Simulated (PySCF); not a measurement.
## UHF on N⁺ (nitrogen, charge +1)

Configuration: [He] 2s2 2p2, high-spin 3P determinant. Computed with PySCF 2.14 in 6-31G* (3s2p1d, 14 functions), with no relativity, point nucleus.

```
Total energy                                                  : -53.871899 hartree
One-electron energy                                           : -69.9714 hartree
Hartree (Coulomb) energy                                      : 22.2944 hartree
Exchange energy                                               : -6.1949 hartree
Kinetic energy                                                : 53.69517 hartree
⟨S²⟩                                                          : 2.0058
⟨L²⟩                                                          : 2.009
Sum of ⟨r⟩                                                    : 5.496 bohr
Sum of ⟨r²⟩                                                   : 7.977 bohr²
Traceless quadrupole moment −½Σ⟨3z² − r²⟩ along its main axis : 0.788 e·bohr²
Density at the nucleus (Gaussians lack the cusp)              : 194 bohr⁻³
Spin density at the nucleus                                   : 0.229 bohr⁻³
Langevin diamagnetic susceptibility                           : -6.32 ×10⁻⁶ cm³/mol
Time after the integrals                                      : 0.03 s of wall time on 1 thread of Intel(R) Xeon(R) 6975P-C (shared host)
```

```csv
shell,electrons,mean orbital energy (hartree),"rms radius, mean of both spins (bohr)"
1s α,1,-16.33976,0.265
1s β,1,-16.26448,0.265
2s α,1,-1.62345,1.40
2s β,1,-1.30842,1.40
2p α,2,-1.11813,1.40
```
